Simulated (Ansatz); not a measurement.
Q: Name a neutral molecule of C, Se and H with HOMO energy (B3LYP/def2-TZVPP) between -5.85 and -5.55 eV and HOMO energy (ωB97M-V/def2-TZVPP) between -8.20 and -7.90 eV (Ansatz, PBE0-D4/def2-TZVP geometry).

A: `C1=C[Se]C1` (-5.82 eV, -8.16 eV); `[Se]=C1CC1` (-5.80 eV, -8.16 eV); `CC(C)=[Se]` (-5.77 eV, -8.18 eV). Other molecules can fit too; these were computed, each in one conformer that needn't be the lowest.

B3LYP here is the variant with VWN-RPA as its local correlation; programs differ in this.
